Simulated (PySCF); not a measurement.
Geometry (Å), atoms numbered from 1 in this order:
```xyz
17

C     2.359    0.122   -0.388
Si    0.923   -0.801    0.396
C    -0.752   -0.198   -0.292
C    -1.915   -0.704    0.559
C    -0.795    1.303   -0.509
Cl   -0.446    2.221    0.999
H     3.322   -0.291   -0.052
H     2.328    0.058   -1.487
H     2.324    1.184   -0.098
H     0.953   -0.658    1.883
H     1.016   -2.266    0.087
H    -0.827   -0.645   -1.302
H    -2.887   -0.458    0.101
H    -1.876   -1.796    0.690
H    -1.891   -0.245    1.559
H    -1.787    1.641   -0.847
H    -0.048    1.632   -1.245
```

Geometry: PBE0-D3(BJ)/def2-SVP; GIAO shifts from PySCF, gas phase, non-relativistic, averaged over equivalent atoms.

At KT2/pcSseg-1 (171 basis functions, 50 s wall time on 1 thread of an Arm Neoverse N1, shared host):
```
      atoms  δ (ppm)
         C5     57.0
         C3     26.5
         C4     16.6
         C1     -8.6
        Si2    -35.8
        Cl6     71.9
        H10     4.15
        H11     3.94
        H17     3.89
        H16     3.69
        H12     1.27
H13/H14/H15     1.23
   H7/H8/H9     0.29
```

Scale: 13C (183.22 ppm), 29Si (361.05 ppm), 1H (31.18 ppm) vs TMS; 35Cl (942.74 ppm) against HCl (reference shieldings calculated alike).

Q: Predict the values at PBE0/pcSseg-1 on the same geometry.

A: 
```tsv
atoms	δ at PBE0/pcSseg-1	change
C5	55.7	-1.3
C3	22.9	-3.6
C4	15.8	-0.8
C1	-8.5	+0.1
Si2	-32.5	+3.3
Cl6	58.6	-13.3
H10	4.07	-0.08
H11	3.90	-0.04
H17	3.67	-0.22
H16	3.54	-0.15
H12	1.03	-0.24
H13/H14/H15	1.20	-0.03
H7/H8/H9	0.28	-0.01
```

Shifts are taken against calculated references (same method and geometry level): 13C (184.41 ppm), 29Si (351.99 ppm), 1H (31.27 ppm) against TMS; 35Cl (943.27 ppm) against HCl.

The largest change is at Cl6 (chlorine bonded to C). Cost: 171 basis functions, 42 s wall time on 1 thread of an Arm Neoverse N1, shared host. The order of the carbon signals is the same at both levels.

Carbons that carry Cl, above all several Cl atoms, come out too deshielded, partly because spin–orbit coupling is missing.
